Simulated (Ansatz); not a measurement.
Geometry optimisation, UKS BLYP/STO-3G (Ansatz).

Input:

```yaml
crystal:
  periodic: [false, false, false]
  atoms:
    - { symbol: B, position_ang: [0.4087, -0.6174, 2.2645] }
    - { symbol: B, position_ang: [0.099, -0.2137, 0.6566] }
    - { symbol: C, position_ang: [-0.0814, -0.9938, -0.7541] }
    - { symbol: C, position_ang: [-0.1744, 0.2867, -1.5249] }
    - { symbol: C, position_ang: [-0.1169, 1.0838, -0.2762] }
    - { symbol: Cl, position_ang: [-1.6118, 1.9815, 0.1758] }
    - { symbol: Cl, position_ang: [1.3343, 2.1647, -0.2456] }
    - { symbol: H, position_ang: [0.5239, -1.6802, 2.5831] }
    - { symbol: H, position_ang: [0.4223, 0.3127, 3.0932] }
    - { symbol: H, position_ang: [-0.9435, -1.6496, -0.7271] }
    - { symbol: H, position_ang: [0.8765, -1.527, -0.9973] }
    - { symbol: H, position_ang: [-1.2397, 0.3378, -1.9665] }
    - { symbol: H, position_ang: [0.5233, 0.4799, -2.2667] }
magnetization:
  spin_polarized: true
basis:
  gaussian: { orbitals: STO-3G }
hamiltonian:
  xc: blyp
relax:
  f_tol: 0.02
  max_steps: 40
```

Run as:

```bash
$ ansatz run input.yaml --threads 1 --pin off --max-ram 2048MiB --backend cpu --events-out ev --progress --plain --runs-dir out
```

Where does it end, and by what steps?

The forces met the threshold. Limits of this set-up: minimal basis. After 15 steps the energy has fallen by 1.684 eV; H8 moved furthest, 1.24 Å.

| step | energy less start (eV) | largest force component (eV/Å) | accepted |
| --- | --- | --- | --- |
| 0 | 0.0000 | 5.876 | yes |
| 1 | -0.9335 | 1.613 | yes |
| 2 | -1.0160 | 1.239 | yes |
| 3 | -1.2136 | 0.696 | yes |
| 4 | -1.3546 | 0.779 | yes |
| 5 | -1.4895 | 0.552 | yes |
| 6 | -1.5664 | 0.416 | yes |
| 7 | -1.6225 | 0.333 | yes |
| 8 | -1.6569 | 0.248 | yes |
| 9 | -1.6456 | 0.698 | no |
| 10 | -1.6736 | 0.125 | yes |
| 11 | -1.6795 | 0.173 | yes |
| 12 | -1.6838 | 0.065 | yes |
| 13 | -1.6842 | 0.036 | yes |
| 14 | -1.6843 | 0.029 | yes |
| 15 | -1.6844 | 0.014 | yes |

```xyz
13
Properties=species:S:1:pos:R:3
B 0.476 -0.544 2.210
B 0.076 -0.185 0.668
C -0.363 -1.020 -0.659
C -0.079 0.252 -1.582
C 0.112 1.130 -0.273
Cl -1.644 1.662 0.332
Cl 1.300 2.551 -0.281
H 1.546 -0.984 2.465
H -0.268 -0.407 3.119
H -1.420 -1.356 -0.683
H 0.290 -1.888 -0.891
H -0.887 0.581 -2.271
H 0.880 0.172 -2.139
```

Whether the end is a true minimum wasn't checked by a vibrational analysis.

Run time: 2.5 min on 1 thread of Intel(R) Xeon(R) Platinum 8259CL CPU @ 2.50GHz (Skylake/Cascade Lake), on a shared host, peak memory 0.18 GiB.
